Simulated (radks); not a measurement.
Q: The osmium ion Os3+, [Xe] 4f14 5d5. Calculated with a radial shooting solver on a logarithmic mesh with Libxc functionals: non-relativistic Kohn-Sham, exchange-only LDA, spin-polarised, spherical densities, point nucleus. Every spin shell is full or empty, so the densities are truly spherical. Functionals are evaluated on that one density, not self-consistently. Rank these orbital-free kinetic functionals by their error against the exact value of the orbitals, and give that value: Thomas-Fermi, von Weizsacker, TF + vW/9, TF + vW/5, LC94, APBEK, revAPBEK, Perdew 92, Thakkar, Pearson, LKT, PG1, DePristo-Kress, Ernzerhof.

A: Exact: 16276.8 hartree. From best to worst, with 100 (|E| - |E exact|)/|E exact| (equal figures are ties): LC94 -0.01, APBEK +0.02, revAPBEK +0.16, DePristo-Kress -0.23, Ernzerhof -0.50, Perdew 92 -0.71, TF + vW/9 -0.72, Thakkar -0.79, Pearson -0.88, TF + vW/5 +2.48, Thomas-Fermi -4.72, PG1 +12.63, LKT +16.20, von Weizsacker -63.97.
